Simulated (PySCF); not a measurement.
Electron correlation in Se³⁺ (selenium, charge +3)

[Ar] 3d10 4s2 4p1, 2P determinant. All numbers are calculated (PySCF 2.14, scalar relativity by spin-free X2C-1e, in cc-pVTZ-DK). Frozen: [Ar] 3d10; 3 electrons correlated.

MP2 pair energies summed by pair of shells (mhartree):

```csv
pair,energy,share (%)
4s-4s,-23.17,55.1
4s-4p,-18.85,44.9
```

Total MP2 correlation energy: -42.02 mhartree.

Same-spin part -2.72 and opposite-spin part -39.30 mhartree; SCS-MP2 scales them by 1/3 and 6/5 to -48.07 mhartree.

```csv
level,correlation energy (mhartree)
CCSD,-56.58
(T),-0.66
CCSD(T),-57.24
```

Diagnostics: T1 = 0.0073, D1 = 0.0171, largest double amplitude 0.094.

Problem. Is a single reference adequate?

Solution. Mostly. T1 lies below 0.03, but a double amplitude of this size points to a near-degeneracy that CCSD handles and MP2 describes poorly.
